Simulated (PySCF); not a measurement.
# Telling isomers of C7H4F4 apart by NMR

All values are calculated (PySCF 2.14.0 with density-fitted response routines): couplings computed with B3LYP/pcJ-1 (spin–dipole term left out of most H,H and C,H couplings), geometry from PBE0-D3(BJ)/def2-SVP, NMR shieldings at PBE0/pcSseg-1/GIAO. Rapidly exchanging positions averaged, non-relativistic Hamiltonian, no solvent, single conformer.

Referencing at the same level of theory: TMS for ¹H, ¹³C. Multiplet labels drop J under 1 Hz and among equivalent protons, and merge close values. Unscaled 3J(H,H) run several per cent high. One-bond C–F couplings are unscaled and too large by tens of Hz. Shifts are as computed. Against solution values, carbons near 30 ppm lie about +2 ppm off and those near 130 ppm about +5 ppm (rms about the fit 1.9 ppm; single classes can miss by 10 ppm). Of 1328 compounds with measured shifts, 309 miss one by over three times the rms of a fit or turn the order of signals round; such compounds aren't used in these exercises. Signals without a measured value on file couldn't be tested in this way; 1H shifts scatter by 0.2 ppm about their fit, and single ones miss by 0.5 ppm.

(1) Tabulate the signals of `Fc1ccc(C(F)(F)F)cc1`, `Fc1cccc(C(F)(F)F)c1` and their relative energies.

(2) What is the quickest way to tell Fc1ccc(C(F)(F)F)cc1 from Fc1cccc(C(F)(F)F)c1?

## Answers

(1) 
| SMILES | carbon types | δC | δH | E rel. (kcal/mol) |
| --- | --- | --- | --- | --- |
| Fc1ccc(C(F)(F)F)cc1 | 3×C 4×CH | 172.3, 134.1, 132.4, 128.9, 120.9 | 7.84 (dd, 2H), 7.27 (dd, 2H) | 0.0 |
| Fc1cccc(C(F)(F)F)c1 | 3×C 4×CH | 170.2, 139.7, 136.0, 128.4, 126.3, 123.9, 118.7 | 7.61 (m, 1H), 7.58 (m, 1H), 7.51 (ddd, 1H), 7.34 (m, 1H) | 0.5 |

Energies are electronic energies at PBE0/pcSseg-1 on these geometries, without zero-point or thermal terms, each for the one conformer computed, which needn't be the lowest.

(2) Count the carbon signals: 5 against 7. The first has a substituted aromatic carbon (C) at 132.4 ppm, the second a substituted aromatic carbon (C) at 139.7 ppm. Their most deshielded carbons lie at 172.3 and 170.2 ppm.
